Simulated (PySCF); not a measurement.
Relaxation of singlet BeI₂

Method: B3LYP/[Be def2-TZVP, I def2-TZVP with ECP28], scalar-relativistic core potentials, density fitting, no spin–orbit coupling, PySCF. A (50,194) grid was used.

A hand-made linear start, of D∞h symmetry, held to at least that symmetry:

```xyz
3
charge 0 multiplicity 1, angstrom
Be    0.0000    0.0000    0.0000
I     0.0000    0.0000    2.3500
I     0.0000    0.0000   -2.3500
```

**Question.** What forces act on the atoms at the start (eV/Å)?

**Answer.** 
```csv
atom,Fx,Fy,Fz
Be1,0.00,0.00,0.00
I2,0.00,0.00,-1.66
I3,0.00,0.00,1.66
```

**Question.** What does it relax to?

**Answer.** It ends at D∞h with Be–I 2.170 Å (×2); I–Be–I 180.0°. A frequency run shows a minimum.

**Question.** How much energy is released, and in how many steps?

**Answer.** 32.3 kJ/mol in 4 steps.
